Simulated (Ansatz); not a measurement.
Mulliken charges of `[CH2]1[AlH][Se]1` from ωB97M-V/def2-TZVPP in Ansatz (PBE0-D4/def2-TZVP geometry).

```csv
atom,x (Å),y (Å),z (Å),charge (e)
C1,-0.228,-0.088,-0.782,-0.430
Al2,0.242,0.419,1.005,0.330
Se3,0.477,-1.699,0.309,-0.137
H4,-1.253,-0.272,-1.091,0.140
H5,0.421,0.092,-1.635,0.140
H6,0.383,1.484,2.148,-0.043
```

Problem. By hand: the dipole of these point charges (1 e Å = 4.8032 D).

Solution. Σ q r = (-0.020, 0.320, 0.152) e Å, of length 0.355 e Å = 1.71 D.

Problem. How does the dipole of the full density compare? (An estimate is asked.)

Solution. Ansatz gave: (-0.070, 0.474, 0.102) e Å, 2.35 D; the point charges give 0.73 times that, at 14° from its direction.

Point charges leave out the atoms' own dipoles, such as those of lone pairs, and Mulliken's split depends on the basis, so the two needn't agree.
